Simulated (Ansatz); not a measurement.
Molecule: Si6H14, net charge 0, singlet state. 
Structure (B3LYP-D3(BJ)/def2-TZVP (Ansatz, an electronic-structure program) minimum search):
```
Si
H 1 1.4853
H 1 1.4855 2 108.40
Si 1 2.3442 2 110.52 3 120.34
H 4 1.4851 1 108.72 2 52.81
H 4 1.4855 5 108.21 1 121.10
Si 4 2.3437 5 109.08 6 119.94
H 7 1.4826 4 109.43 5 60.31
H 7 1.4831 8 108.75 4 122.15
H 7 1.4834 8 108.40 9 118.07
Si 1 2.3451 2 109.37 3 -121.03
H 11 1.4853 1 109.37 2 167.29
H 11 1.4855 12 108.40 8 -175.59
Si 11 2.3442 12 110.52 13 120.34
H 14 1.4851 11 108.72 12 52.81
H 14 1.4855 15 108.21 8 107.61
Si 14 2.3437 15 109.08 16 119.94
H 17 1.4826 14 109.43 15 60.31
H 17 1.4831 18 108.75 5 96.89
H 17 1.4834 18 108.40 19 118.07
```
Charge 0, spin multiplicity 1.

Quantity: vertical triplet-singlet gap (E(triplet) - E(singlet); each state is the SCF solution reached for its spin; for the triplet the Hartree-Fock reference is unstable and T1 is 0.021), in eV. UHF or UKS for open shells. No spin-orbit coupling. No relativistic terms. 

```tsv
level	program	vertical triplet-singlet gap (eV)
HF/aug-cc-pV(T+d)Z	Ansatz	5.86
SVWN5/def2-TZVPD	Ansatz	5.30
PBE/def2-TZVPD	Ansatz	5.20
r2SCAN/def2-TZVPD	Ansatz	5.35
B3LYP/def2-TZVPD	Ansatz	5.57
wB97M-V/def2-TZVPD	Ansatz	5.87
```
